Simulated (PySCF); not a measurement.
A ladder of Hamiltonians for Sm⁵⁶⁺ (samarium, charge +56)

Occupied: 1s1/2, 2s1/2, 2p1/2. Hartree-Fock calculated with PySCF 2.14 in an uncontracted even-tempered set (19 s from 12 bohr⁻², ratio 2.3; 15 p from 14 bohr⁻², ratio 2.3), Gaussian nucleus throughout. NR is non-relativistic, sf-X2C the spin-free one-electron X2C Hamiltonian, X2C adds the bare one-electron spin-orbit term, X2C-SNSO screens it by Boettger's factors, DC is four-component Dirac-Coulomb, and the Gaunt and Breit terms are added at first order (total energies over the DC spinors, levels after relaxing the spinors in that mean field). QED terms are absent. Levels marked empty are virtual spinors of this ion.

| Hamiltonian | E (hartree) |
| --- | --- |
| X2C | -5901.1615 |
| X2C-SNSO | -5899.8871 |
| DC | -5902.2948 |
| DC+Gaunt | -5896.4627 |
| DC+Breit | -5896.7645 |

```
   level (eV)       X2C  X2C-SNSO        DC  DC+Gaunt  DC+Breit
        1s1/2  -52536.8  -52538.3  -52575.2  -52458.0  -52461.8
        2s1/2  -12484.9  -12485.4  -12490.2  -12478.3  -12479.4
        2p1/2  -12298.3  -12281.2  -12285.7  -12261.1  -12263.9
2p3/2 (empty)  -11337.3  -11343.9  -11344.7  -11332.7  -11335.5
3s1/2 (empty)   -5217.2   -5217.3   -5218.5   -5215.2   -5215.7
```

How large are the two-electron picture-change error of X2C and the Breit correction in the total energy?

X2C-1e lies 1.1333 hartree above Dirac-Coulomb; Gaunt adds 5.8321 and the full Breit term 5.5303 hartree.

Weight of the small component: 1s1/2 0.0534, 2s1/2 0.0126, 2p1/2 0.0126, 2p3/2 0.0117, 3s1/2 0.00519.

Koopmans' value for the highest occupied level at DC+Breit: 12263.9 eV, against an ionisation energy of 12264 ± 5 eV (theoretical estimate listed by NIST; NIST Atomic Spectra Database, ionization energies); the former lacks relaxation, correlation, QED and recoil.

The whole ladder took 190 s of wall time on 1 thread of Neoverse-N1 (shared host), launched as `OMP_NUM_THREADS=1 python relrun2.py TASK.json OUT` (a driver that calls PySCF for each Hamiltonian).
